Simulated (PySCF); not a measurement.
## Electron correlation in Hf (hafnium, neutral)

[Xe] 4f14 5d1 6s2 6p1, one real determinant (an excited configuration). Computed with PySCF 2.14 in ANO-RCC-VTZP (8s7p5d3f2g1h, 104 functions), with scalar relativity by spin-free X2C-1e. Frozen: [Kr] 4d10 4f14; 12 electrons correlated.

```csv
level,correlation energy (mhartree)
CCSD,-278.21
(T),-12.47
CCSD(T),-290.68
```

Diagnostics: T1 = 0.050, D1 = 0.1969, largest double amplitude 0.174.

**Question.** Is a single reference adequate?

**Answer.** Not fully. The real determinant used has ⟨L²⟩ near 8 against 12 for a pure F term, so it mixes terms. Spin-orbit coupling, absent here, splits the open shell strongly. T1 exceeds 0.03, a sign that the reference determinant is poor. A double-excitation amplitude exceeds 0.15, a sign of near-degeneracy.

The basis was made for the ground configuration and has no added diffuse functions, which can raise the energy of the promoted electron.

The reference is one real determinant that mixes LS terms of this configuration.
